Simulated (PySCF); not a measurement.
Relaxation of singlet BeBr2

All numbers come from PBE in PySCF with Be def2-TZVP, Br def2-TZVP; no relativity; density-fitted integrals. A (50,194) grid was used.

A hand-made bent start, of C2v symmetry, held to at least that symmetry:

Coordinates in bohr (charge 0 multiplicity 1):
```
Be    0.0000    0.0000   -2.2147
Br    3.3437    0.0000    0.1265
Br   -3.3437    0.0000    0.1265
```

Task: What forces act on the atoms at the start (eV/Å)?

Result: 
```
atom     Fx    Fy     Fz
 Be1   0.00  0.00   3.32
 Br2  -0.85  0.00  -1.66
 Br3   0.85  0.00  -1.66
```

Task: What does it relax to?

Result: It ends at D∞h with Be–Br 1.962 Å (×2); Br–Be–Br 180.0°. A frequency run shows a minimum. Other isomers or separated fragments may lie lower.

Task: How much energy is released, and in how many steps?

Result: 136.7 kJ/mol in 8 steps.

The relaxation took 12 s on 4 threads of a shared Arm Neoverse V2 host, with 115 basis functions and 9 gradients; the process peaked at 0.52 GiB. Launch command: `OMP_NUM_THREADS=4 python axn.py task.json out`.
